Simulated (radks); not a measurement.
Results of a calculation; reference values are marked as such.
Q: Successive ionisation energies (eV) of one element, from differences of total energies of ions in their ground configurations, starting at charge 0: 8.219, 25.422, 37.495, 265.52, 332.83. Level of theory: Dirac Kohn-Sham, PBE, spin-unpolarised, spherical densities, point nucleus; open shells are shared between the two j in proportion to 2j + 1 (a radial shooting solver on a logarithmic mesh with Libxc functionals). Which element is it?

A: Boron (Z = 5). The first species listed is B in [He] 2s2 2p1, the last B4+ in 1s1.
